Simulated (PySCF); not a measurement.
TiClO, SMILES [O]=[Ti+][Cl], charge +1, multiplicity 1.

Geometry optimised at PBE0-D3(BJ)/def2-TZVP. The multiplicity is an assumed one; other spin states were not compared. The isomer is the one that the SMILES or the coordinates give; other isomers of the formula were not compared.

Two levels are set side by side: TDDFT-PBE/def2-SVPD (PySCF) and TDDFT-PBE0/def2-SVPD (PySCF). Vertical, same geometry. The lowest singlet is HOMO→LUMO 98 % with PBE and HOMO→LUMO+1 99 % with the other functional; states are paired by order. Differences are taken from unrounded values.

```csv
quantity,TDDFT-PBE0
lowest singlet excitation (eV),3.31
lowest triplet excitation (TDA) (eV),3.15
```

Question: What does TDDFT-PBE give, and how far is it from TDDFT-PBE0? (The exact figures need the calculation; the answer reports its results.)

Answer: 
```csv
quantity,TDDFT-PBE,TDDFT-PBE minus TDDFT-PBE0
lowest singlet excitation (eV),2.78,-0.53
lowest triplet excitation (TDA) (eV),2.62,-0.53
```

Functionals without exact exchange tend to place singlet excitations lower, as here. Differences between two approximate levels are no errors against the true value.

Rough cost on one machine, each run with all the roots and properties that it gave: TDDFT-PBE0 against TDDFT-PBE about 2 times.
